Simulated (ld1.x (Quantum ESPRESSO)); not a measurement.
# Pt (Z = 78), PAW: configuration errors across variants

```json
{
 "Element": "platinum",
 "Generator": "ld1.x (Quantum ESPRESSO) 7.5",
 "Type": "PAW",
 "Functional": "LDA (PZ)",
 "Relativity": "fully relativistic",
 "Frozen core": "[Xe] 4f14",
 "Valence charge": "10",
 "Reference configuration": "5d9 6s1 6p0",
 "Partial waves": "6s (bound): rcut 1.75, rcutus 2.35 bohr; 6s channel at 2.7 Ry: rcut 1.75, rcutus 2.35 bohr; 6p (bound, empty): rcut 2.45, rcutus 3.35 bohr; 6p channel at 1.75 Ry: rcut 2.45, rcutus 3.35 bohr; 5d (bound): rcut 1.15, rcutus 1.40 bohr; 5d channel at 0.7 Ry: rcut 1.15, rcutus 1.40 bohr",
 "Local potential": "all-electron potential smoothed inside 1.10 bohr (lloc = -1)",
 "Core correction": "Bessel-smoothed model core inside 1.00 bohr",
 "Augmentation charge": "PSQ, inside the norm-conserving radii"
}
```

Open shells are filled in proportion to 2j + 1 (rel_dist='average').

All-electron excitation energies from the reference (eV): (1) 5d9 6s0 6p0 9.558; (2) 5d8 6s0 6p0 29.834; (3) 5d7 6s0 6p0 62.344; (4) 5d8 6s1 6p0 11.443; (5) 5d9.5 6s0.5 6p0 -0.097; (6) 5d9 6s0 6p1 5.134; (7) 5d10 6s0 6p0 0.030.

5 further variants failed, have other tests or another functional or relativity, and are left out.

Errors AE − PS in meV (a dash: test not solved or not reliable):

| change | (1) | (2) | (3) | (4) | (5) | (6) | (7) | bound ghosts |
| --- | --- | --- | --- | --- | --- | --- | --- | --- |
| base | -1.4 | -32 | -198 | -21 | -3.9 | -0.3 | -14 | not determined |
| local potential all-electron potential smoothed inside 2.95 bohr (lloc = -2) | -1.8 | -32 | -202 | -18 | -3.9 | -0.5 | -15 | not determined |
| wave 6s channel at 2.7 Ry: rcut 1.75, rcutus 2.35 bohr becomes 6s channel at -0.19 Ry: rcut 1.75, rcutus 2.35 bohr | -1.4 | -32 | -198 | -21 | -3.9 | -0.3 | -14 | not determined |
| waves 6p (bound): rcut 2.18, rcutus 2.32 bohr; 6p channel at 1.75 Ry: rcut 2.18, rcutus 2.32 bohr | -1.4 | -32 | -198 | -21 | -3.9 | – | -14 | not determined |

**Question.** Give the same row for: local potential all-electron potential smoothed inside 3.70 bohr (lloc = -1).

**Answer.** -2.1, -32, -209, -22, -4.4, -0.5, -16; bound ghosts: not determined.
